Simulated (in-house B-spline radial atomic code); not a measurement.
Ionising Mn2+ with different functionals

Computed with a B-spline radial code for spherical atoms: four-component Dirac-Coulomb Hamiltonian, Fermi nucleus of rms radius 3.7057 fm, spin-restricted, spherical fractional occupations for the functionals, and exact exchange of hybrids averaged over the configuration. The ionisation energy is the difference of two self-consistent energies, [Ar] 3d5 → [Ar] 3d4, without Breit or QED terms; ε is the level of the shell that loses the electron (mean over j). The electron is taken from both j subshells in proportion to 2j + 1, so the result is a j average, not the step between ground levels.

| method | rung | ΔSCF (eV) | -ε(3d) (eV) |
| --- | --- | --- | --- |
| BHandHLYP | global hybrid | 31.93 | 28.99 |
| B97-1 | global hybrid | ? | ? |
| CAM-B3LYP | range-separated hybrid | 32.44 | 28.31 |
| LC-wPBE | range-separated hybrid | ? | ? |

Task: What does LC-wPBE give?

Result: ΔSCF 32.41 eV, and -ε(3d) = 29.42 eV.

Task: What does B97-1 give?

Result: ΔSCF 32.22 eV, and -ε(3d) = 26.21 eV.

Task: Among the functionals, which spreads more, the ΔSCF values or the orbital energies?

Result: The orbital energies: ΔSCF values span about 0.51 eV and the orbital energies 3.21 eV; here energy differences depend much less on the functional than eigenvalues do.

Task: How do they compare with the NIST value?

Result: NIST lists 33.67 eV ± 0.012 (measured, ground level to ground level). Errors run from -1.74 to -1.23 eV. The correlated functionals all miss on the same side by more than they spread, so the cause is common to them (Breit-QED terms, spin polarisation, the choice among j levels, multiplet and fine-structure energies, or a listed next ion that isn't the cheapest removal here) and closeness doesn't rank the functionals.
